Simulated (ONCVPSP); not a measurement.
# S (Z = 16): ONCV pseudisation with PBE, non-relativistic reference atom.

S (Z = 16), optimised norm-conserving Vanderbilt (ONCV), made with ONCVPSP 4.0.1 (PBE, non-relativistic). Core [He], reference 2s2 2p6 3s2 3p4. Waves: 2s+3s: rc 0.95 bohr, ncon 5, nbas 8, qcut 15.4 1/bohr, 2 projectors; 2p+3p: rc 0.90 bohr, ncon 4, nbas 7, qcut 12.6 1/bohr, 2 projectors; d scattering state at 0.35 Ha: rc 0.85 bohr, ncon 4, nbas 9, qcut 13.1 1/bohr, 3 projectors, debl 1.6 Ha. Local part: polynomial inside 0.80 bohr (lpopt 5, dvloc0 0 Ha). Core correction: Teter function, fcfact 6, rcfact 1.45.

What the tests gave:

```json
{
  "Cutoffs needed": "114 Ha and 206 Ha (the cutoffs (Ha) at which the residual kinetic energy of the hardest occupied pseudo-wave falls to 1 and 0.1 mHa per electron)",
  "Ghost test": "no bound ghost flagged; GHOST(+) flags only above 600 eV",
  "Largest excitation error": "+36 meV (all-electron minus pseudo) for 2s2 2p6 3s2 3p0, out of 4 test configurations",
  "rms error of d²Exc/dni dnj": "1.90 mHa without and 2.48 mHa with the model core"
}
```

Generation and tests took about 4.7 s on one core of a shared server CPU.
